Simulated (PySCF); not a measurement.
SMILES O([SiH2][SiH3])C (GFN2-xTB optimised geometry):

```
12

C      2.434    -0.470     0.000
O      1.041    -0.470     0.000
Si     0.041     0.813     0.000
Si    -2.007    -0.215     0.013
H      2.821     0.027     0.893
H      2.823     0.046    -0.881
H      2.774    -1.506    -0.011
H      0.348     1.679     1.153
H      0.340     1.672    -1.160
H     -2.775     0.149     1.209
H     -1.997    -1.679    -0.038
H     -2.823     0.231    -1.123
```

Method: PBE/def2-TZVP (PySCF).

Task: What are the frontier orbital energies and the dipole moment?

Result: HOMO-2 -7.80 eV, HOMO-1 -6.96 eV, HOMO -6.64 eV, LUMO -1.40 eV, LUMO+1 -0.60 eV; dipole moment 1.15 D.

Meta-Löwdin charges at PBE/def2-TZVP: C1 -0.14, O2 -0.59, Si3 0.61, Si4 0.16, H5 0.11, H6 0.11, H7 0.13, H8 -0.11, H9 -0.11, H10 -0.06, H11 -0.05, H12 -0.06.
